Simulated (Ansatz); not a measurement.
## Worked example: C2H3F3Sn → C2HF3Sn + H2

Species: C2H3F3Sn `C=[CH][Sn]([F])([F])[F]`, singlet; C2HF3Sn `C#[C][Sn]([F])([F])[F]`, singlet; H2 (hydrogen), singlet. 

Shapes, held fixed at every level: PBE0-D4/def2-TZVP. Programs: Ansatz 0.2.0. The zero-point and thermal change to 298 K, harmonic and unscaled (PBE0-D4/def2-TZVP), is -27.1 kJ/mol.

At CCSD(T)/def2-TZVPP; 1 Eh = 2625.50 kJ/mol:

| species | energy (Eh) |
| --- | --- |
| C2H3F3Sn | -590.829591 |
| C2HF3Sn | -589.582666 |
| H2 | -1.172332 |

Q: Work out ΔH(298 K) of the reaction at this level.

A: 
1. Products less reactants: (-589.582666) + (-1.172332) − [(-590.829591)] = 0.074593 Eh = +195.8 kJ/mol.
2. With the thermal change: +195.8 + (-27.1) = +168.7 kJ/mol.

Other levels give +161.3 (MP2/def2-TZVPP) to +201.6 kJ/mol (PBE0-D4/def2-TZVPP). No measured value is set beside it here. For atoms past krypton def2 sets carry core potentials with scalar relativity. Correlated rows may include outer-core shells of Sn, which these sets cover unevenly.
